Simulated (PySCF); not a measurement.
**Computed properties of BClBr2, SMILES BrB(Br)Cl**

BClBr2, SMILES BrB(Cl)Br. Coordinates come from a PBE0-D3(BJ)/def2-SVP optimisation. One conformer was computed; it need not be the lowest. All values are computed for the isolated molecule unless a solvent is named; none is compared with measurement here.

**Structure.** The optimised structure has C2v symmetry. All 6 harmonic modes at PBE0-D3(BJ)/def2-SVP (PySCF) are real, so it is a minimum. With heavy atoms numbered as in [B:1]([Cl:2])([Br:3])[Br:4], the shortest bond between them is B1–Cl2 at 1.740 Å and the longest B1–Br4 at 1.900 Å.

**Vibrations.** The strongest infrared lines (harmonic, unscaled, degenerate partners summed) lie at 862 cm⁻¹ (336 km/mol, B 93 %), 955 cm⁻¹ (317 km/mol, B 86 %, Cl 13 %), 408 cm⁻¹ (2 km/mol, B 94 %). The softest mode is at 168 cm⁻¹ and the zero-point energy is 4.2 kcal/mol.

**Electronic structure.** r2SCAN/def2-TZVPD (PySCF) places the frontier levels at -7.50 and -2.65 eV, a gap of 4.85 eV, and gives a dipole moment of 0.02 D and a mean polarisability of 71.3 bohr³. PBE/def2-TZVPD (PySCF) at the same geometry gives -7.18 and -2.91 eV, so its gap is 0.58 eV narrower. An orbital gap is neither the optical nor the fundamental gap.

**Excitations.** TDA-CAM-B3LYP/def2-SVPD (PySCF) has S1 at 5.09 eV (244 nm, f = 0.000, dark); the most intense of the 10 singlets computed lies at 6.22 eV (f = 0.18). T1 (TDA) is at 4.94 eV, 0.15 eV under S1. TDA-PBE/def2-SVPD (PySCF) puts S1 at 4.31 eV. No vertical singlet excitation falls in the visible range (under 3.1 eV).

**NMR.** GIAO shifts at B3LYP/pcSseg-1 (PySCF) (non-relativistic, atoms alike by connectivity averaged): ¹¹B at 54.4 ppm against BF3. Without spin–orbit terms, shifts of atoms bonded to Cl or Br come out too high.
